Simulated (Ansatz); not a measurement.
System: bis(prop-2-enyl)borinic acid, C$_{6}$H$_{11}$BO, net charge 0, singlet state. SMILES: C=CCB(O)CC=C
Coordinates optimised at B3LYP-D3(BJ)/def2-TZVP (Ansatz, an electronic-structure program):
```xyz
19

C      2.6472     1.5561     1.4393
C      1.6666     0.6691     1.5620
C      1.4977    -0.5579     0.7202
B      0.2099    -0.5519    -0.1959
O      0.3112    -1.1214    -1.4226
C     -1.1659     0.1094     0.2648
C     -2.3427    -0.3560    -0.5291
C     -2.7598     0.1748    -1.6766
H      2.6985     2.4351     2.0686
H      3.4357     1.4310     0.7056
H      0.9025     0.8439     2.3154
H      1.3905    -1.4333     1.3792
H      2.3872    -0.7374     0.1118
H     -0.5290    -1.0958    -1.9063
H     -1.0222     1.1910     0.1444
H     -1.3221    -0.0521     1.3346
H     -2.8468    -1.2459    -0.1607
H     -2.3005     1.0669    -2.0893
H     -3.5913    -0.2455    -2.2270
```
Charge 0, spin multiplicity 1.

Wanted: vertical ionisation energy (to the doublet state of charge +1; each state is the SCF solution reached for its spin), in eV. Valence correlation only, unless marked. UHF or UKS for open shells. Spin-orbit coupling is left out. Non-relativistic. 

```csv
level,program,vertical ionisation energy (eV)
HF/aug-cc-pVTZ,Ansatz,8.03
SVWN5/def2-TZVPD,Ansatz,8.65
r2SCAN/def2-TZVPD,Ansatz,8.51
PBE0/def2-TZVPD,Ansatz,8.80
BHLYP/def2-TZVPD,Ansatz,8.98
B2PLYP/def2-TZVPD,Ansatz,9.05
RI-MP2/aug-cc-pVTZ,Ansatz,9.65
SCS-MP2/aug-cc-pVDZ,Ansatz,9.47
CCSD/aug-cc-pVDZ,Ansatz,9.26
```
